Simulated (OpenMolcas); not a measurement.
## Pd2+: ligand-field states by method

Pd2+ with 6 ligands (fluoride) in octahedral coordination (Oh) at 2.28 Å. A charge of +0.667 e stands 2.6 Å behind each ligand. Ligand basis ANO-RCC-VDZP.

```json
{
 "Program": "OpenMolcas 26.06",
 "Basis": "ANO-RCC-VTZP [7s6p4d2f1g]",
 "Scalar Hamiltonian": "DKH2, point nucleus",
 "Active space": "8 electrons in 5 orbitals (4d)",
 "State averaging": "2S+1 = 3 even, 10 roots; 2S+1 = 1 even, 15 roots",
 "Spin-orbit coupling": "state interaction with AMFI integrals over the reference wave functions"
}
```

I. CASSCF
II. SS-CASPT2, IPEA 0.25 Eh, imaginary shift 0.1 Eh (closed shells correlated: 4s 4p and the ligand valence shells)
III. SS-CASPT2, IPEA 0.25 Eh, sigma2 regulariser 0.3 Eh (closed shells correlated: 4s 4p and the ligand valence shells)

Spin-free states (labels of O, the rotations of Oh) in cm-1, each column counted from its own energy of the first state listed:

```
State  Degeneracy      I     II    III
  3A2           1      0      0      0
  3T2           3   7137   8640   8640
  3T1           3  12041  13270  13270
   1E           2  13828   9660   9660
  1T2           3  20639  18480  18480
  1A1           1  22189  16980  16980
  3T1           3  23118  20830  20860
  1T1           3  25240  22560  22560
   1E           2  30523  29940  29940
  1T2           3  31007  30040  30040
  1A1           1  55551  48270  48410
```

From I to II, I's first state of the same spin (3T2) moves from 7137 to 8640 cm-1, by about +1500 cm-1.

From I to II, I's first state of another spin (1E) moves from 13828 to 9660 cm-1, by about -4200 cm-1.

I: A least-squares ligand-field fit to the states below 45000 cm-1, each weighted by its degeneracy and with a free common offset, gives 10Dq = 7273 cm-1, B = 911 cm-1 and C = 3633 cm-1 (C/B = 3.99), with an rms deviation of 61 cm-1. The same method and metal basis give the free ion B = 953 cm-1 (fit to its terms below 60000 cm-1, rms deviation 8 cm-1), so the nephelauxetic ratio is β = 911 / 953 = 0.96; it hangs on how both fits weigh the states, and computed free-ion B values tend to be too large, so β mixes covalency with correlation.

χT at 300 K: I 1.77, II 1.65, III 1.65 cm3 K/mol.

Roots that are degenerate in the reference are averaged as groups; the widest CASPT2 spread within a group is 83 cm-1 (the 3-fold group of multiplicity 3 near 8640 cm-1 above the lowest state of its run, III). Shifts and gaps below about the spread of the groups concerned are not significant. Over all roots computed the reference weight is 0.68 to 0.69 in II, 0.69 in III; a low but even weight reflects the number of correlated electrons. Real 4d8 and 5d8 ions are as a rule square planar and diamagnetic. Ligand-to-metal charge-transfer states are missing. With no ligand orbital active B as a rule stays too high, so bands that hang on it stand too high and its fall with covalency is understated. Without dynamic correlation the repulsion within the d shell is too large (B by tens of per cent), so at a given field states of lower spin stand too high (holds for I). With metal d orbitals alone the field can be off either way by tens of per cent (holds for I). These CASPT2 states fit no ligand-field parameters well, so their order and spin gaps are uncertain (holds for II; III). With one d shell and no ligand orbital active, 10Dq can be off by a tenth or more (holds for II; III). Free-ion shares, where given, are those of the reference states; single-state CASPT2 does not remix them (holds for II; III). The distance lies 5 % over the 2.17 Å that this model takes as the normal distance (a Shannon-type radius plus a fixed donor radius); by an R⁻⁵ law this alone changes a d-shell field by about -22 %. No measured value stands beside these numbers; the geometry is a model, was not optimised and need not be the one that this ion takes.
